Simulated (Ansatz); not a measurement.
Compare A (`BN[SiH](C)Cl`) with its isomer B (`N[SiH2]CBCl`).

Computed with Ansatz on PBE0-D4/def2-TZVP structures; ΔE is electronic, products minus reactants. CCSD(T)/CBS adds triple-zeta CCSD(T) − MP2 to the extrapolated MP2 energy (def2 sets, frozen cores). DFT in def2-TZVPP. B3LYP here is the variant with VWN-RPA as its local correlation; programs differ in this. One conformer a species, not always the lowest.

A:

```xyz
12

B    -0.8736   -1.6203    0.6425
N     0.3991   -1.2442    0.1965
Si    0.9277    0.3232   -0.3323
C    -0.3940    1.5978   -0.1293
Cl    1.4642    0.2011   -2.3220
H    -1.7442   -0.8009    0.6936
H    -1.0718   -2.7539    0.9721
H     1.0986   -1.9742    0.1648
H     2.1773    0.6726    0.3835
H    -1.2799    1.3424   -0.7129
H    -0.0184    2.5632   -0.4757
H    -0.6850    1.6932    0.9192
```

B:

```xyz
12

N     1.544    0.937   -0.485
Si    0.915   -0.332    0.487
C    -0.735   -0.913   -0.229
B    -1.730    0.249   -0.224
Cl   -2.814    0.510    1.133
H     1.018    1.783   -0.635
H     2.533    1.128   -0.469
H     0.679    0.007    1.920
H     1.908   -1.436    0.435
H    -0.494   -1.251   -1.242
H    -1.043   -1.754    0.399
H    -1.781    1.072   -1.090
```

Q: Which isomer does CCSD(T)/CBS put lower? Give the gap. (Best estimate.)

A: Computed: A, by 131.9 kJ/mol.

Q: Give E(B) − E(A) in kJ/mol with B2PLYP, B3LYP-D4, PBE0-D4, ωB97M-V, CCSD(T)/def2-TZVPP, B3LYP, PBE-D4. (An estimate is asked.)

A: Ansatz gave: B2PLYP 132.9, B3LYP-D4 133.2, PBE0-D4 126.5, ωB97M-V 132.4, CCSD(T)/def2-TZVPP 129.7, B3LYP 132.0, PBE-D4 123.1. None reverses the order clearly.

Largest T1 diagnostic: 0.011.

From PBE to PBE0 (25 % exact exchange), in def2-TZVPP and without D4, E(B) − E(A) moves by +3.5 kJ/mol. In def2-TZVPP, CCSD(T) changes the Hartree–Fock value by −9.8 kJ/mol (the triples alone add −1.2 kJ/mol) and MP2 by −8.4 kJ/mol.
